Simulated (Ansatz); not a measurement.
Reaction (ligand exchange at a Ge–Cl bond): `[SH][Ge]([SH])([SH])[Cl]` + H–F → `[F][Ge]([SH])([SH])[SH]` + HCl

Computed with Ansatz on PBE0-D4/def2-TZVP structures; ΔE is electronic, products minus reactants. CCSD(T)/CBS is the MP2 limit (def2-TZVPP, def2-QZVPP) plus CCSD(T) − MP2 in def2-TZVPP, frozen cores. This one scheme is used for every species. Functionals use def2-TZVPP. For Ge outer-core shells are correlated without core-valence functions, which leaves a few kJ/mol of doubt a bond. Scalar relativity is left out up to krypton. One conformer a species, not always the lowest.

`[SH][Ge]([SH])([SH])[Cl]`:

Z-matrix (Å, degrees):
```
Ge
S 1 2.204
S 1 2.209 2 113.1
S 1 2.204 2 104.1 3 125.6
Cl 1 2.151 2 112.3 3 -115.0
H 2 1.344 1 92.4 3 35.8
H 3 1.345 1 92.6 2 62.7
H 4 1.344 1 92.7 2 170.8
```

H–F:

Z-matrix (Å, degrees):
```
F
H 1 0.920
```

`[F][Ge]([SH])([SH])[SH]`:

Z-matrix (Å, degrees):
```
Ge
S 1 2.198
S 1 2.198 2 105.9
F 1 1.735 2 108.7 3 -119.0
S 1 2.204 2 116.2 3 128.4
H 2 1.345 1 92.3 3 172.4
H 3 1.344 1 92.2 2 160.1
H 5 1.344 1 92.4 2 -57.7
```

HCl:

```xyz
2

Cl   -0.580    0.092    0.254
H     0.580   -0.092   -0.254
```

```tsv
level	ΔE (kJ/mol)	difference from CCSD(T)/CBS
PBE0-D4	16.0	2.0
r2SCAN0-D4	11.0	-3.0
CAM-B3LYP-D4	2.1	-11.9
ωB97M-V	7.8	-6.2
r2SCAN	4.6	-9.4
BHLYP	2.2	-11.8
CAM-B3LYP	-3.2	-17.2
HF/def2-TZVPP	-0.1	-14.1
SCS-MP2/def2-TZVPP	10.6	-3.4
MP2/CBS(def2)	22.6	8.6
CCSD(T)/CBS	14.0	0
```

Largest T1 diagnostic among the species: 0.012.

In def2-TZVPP, CCSD(T) changes the Hartree–Fock value by +9.4 kJ/mol (the triples alone add +1.9 kJ/mol) and MP2 by +18.0 kJ/mol. From PBE to PBE0 (25 % exact exchange), in def2-TZVPP and without D4, ΔE moves by +4.1 kJ/mol. Leaving LDA and LC-ωPBE aside and taking each functional with its dispersion term where it has one, the values, not all of them listed here, spread over 15.1 kJ/mol, from B97M-V to HSE06-D4.
